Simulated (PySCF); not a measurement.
Electronic absorption of C5H11GeN

Species: C5H11GeN.
SMILES: `CC#CC[N](C)[GeH3]`

Computed, not measured: PySCF 2.14.0, density-fitted response routines, TDDFT CAM-B3LYP/def2-SVPD, vertical, gas phase, core orbitals frozen in the response. The structure is a single PBE0-D3(BJ)/def2-SVP conformer in the gas phase; no vibrational or solvent corrections. Relativistic effects, spin–orbit coupling among them, are left out although an element past zinc is present. Torsions of this conformer, `[CH3:1][C:2]#[C:3][CH2:4][N:5]([CH3:6])[GeH3:7]`: C3–C4–N5–C6 -65°.

Task: What does the calculation give for the low-lying excited states?

Result: 

```tsv
state	E (eV)	λ (nm)	f	main configurations (H = HOMO, L = LUMO)
S1	5.54	223.6	0.015	H→L (52%), H→L+1 (42%)
S2	6.09	203.6	0.048	H→L+1 (48%), H→L (44%)
S3	6.30	196.9	0.0006	H-1→L+7 (41%), H-1→L+1 (25%)
S4	6.62	187.3	0.0021	H→L+3 (74%), H→L+2 (11%), H→L+6 (9%)
S5	6.68	185.7	0.0055	H-2→L+7 (20%), H-2→L+1 (14%), H-1→L+4 (12%)
S6	6.79	182.5	0.0069	H→L+4 (19%), H-2→L+4 (14%), H-2→L+8 (13%)
S7	6.82	181.9	0.0031	H-1→L (29%), H-1→L+2 (26%)
S8	6.94	178.6	0.0086	H→L+4 (34%), H→L+2 (15%), H-1→L+2 (11%)
S9	7.01	176.8	0.025	H→L+5 (31%), H-2→L+2 (23%), H-2→L (21%)
S10	7.06	175.5	0.021	H→L+5 (49%), H-2→L+2 (14%), H-2→L (12%)
```

Triplets, Tamm–Dancoff:

```json
{"state": "T1", "E (eV)": "5.26", "λ (nm)": "235.8", "main configurations (H = HOMO, L = LUMO)": "H→L+1 (58%), H→L (18%)"}
{"state": "T2", "E (eV)": "5.36", "λ (nm)": "231.5", "main configurations (H = HOMO, L = LUMO)": "H-2→L+7 (24%), H-1→L+8 (10%), H→L+1 (9%)"}
{"state": "T3", "E (eV)": "5.77", "λ (nm)": "214.9", "main configurations (H = HOMO, L = LUMO)": "H-1→L+7 (34%), H-1→L+1 (16%)"}
{"state": "T4", "E (eV)": "5.79", "λ (nm)": "214.1", "main configurations (H = HOMO, L = LUMO)": "H→L (69%), H→L+1 (18%)"}
```

The lowest singlet lies at 5.54 eV (224 nm, ultraviolet) and is weak; its leading configuration is HOMO→LUMO (52%). The strongest level in the table is S2 at 6.09 eV (204 nm, f = 0.048). Löwdin shares by element: HOMO nitrogen 56%, carbon 16% or more, germanium 7% (atoms not listed hold the other 20%); LUMO germanium 40%, hydrogen 15% or more, carbon 6% or more (atoms not listed hold the other 39%). Of the 10 states listed, 4 reach f = 0.01 and none stays under 0.0005. Orbital energies (eV): HOMO-3 -10.86, HOMO-2 -8.75, HOMO-1 -8.55, HOMO -7.65, LUMO 0.97, LUMO+1 1.24, LUMO+2 1.46. The oscillator strengths of these states sum to 0.136; summed over the whole spectrum of an exact calculation they would give the number of electrons, 80 (Thomas–Reiche–Kuhn). All these states lie below the vertical ionisation energy of 8.15 eV (ΔSCF). Only the lowest 10 singlets were computed, as vertical energies without vibronic structure.
